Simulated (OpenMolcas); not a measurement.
**CHBrCl2 (bromodichloromethane): a line through the functionals**

CHBrCl2 has 5 atoms, charge 0, and is taken as a singlet. As SMILES, `ClC(Cl)Br`. The coordinates come from a PBE0-D4/def2-TZVP relaxation.

The dipole moment y, in D, basis 6-31G(d); a is the functional's share of exact exchange. Programs: OpenMolcas 26.06.

| functional | program | a | y (D) |
| --- | --- | --- | --- |
| revPBE | OpenMolcas | 0 | 1.15 |
| PBE | OpenMolcas | 0 | 1.16 |
| B3LYP | OpenMolcas | 0.2 | ? |
| PBE0 | OpenMolcas | 0.25 | 1.20 |
| BHLYP | OpenMolcas | 0.5 | 1.22 |

Task: Fit y = c + s·a to the known rows and predict B3LYP.

Result: 
1. Means of the 4 rows: a = 0.1875, y = 1.182.
2. Σ(Δa)² = 0.17188, Σ(Δa·Δy) = 0.023125, so the slope is 0.023125/0.17188 = 0.13454.
3. Intercept: 1.182 − (0.13454) × 0.1875 = 1.157. The largest residual of the fit is 0.009.
4. B3LYP: 1.157 + (0.13454) × 0.2 = 1.18 D.

The run gave 1.18 D, so the prediction is off by 0.00 D: they agree to the digits shown. More exact exchange makes the molecule more polar here.
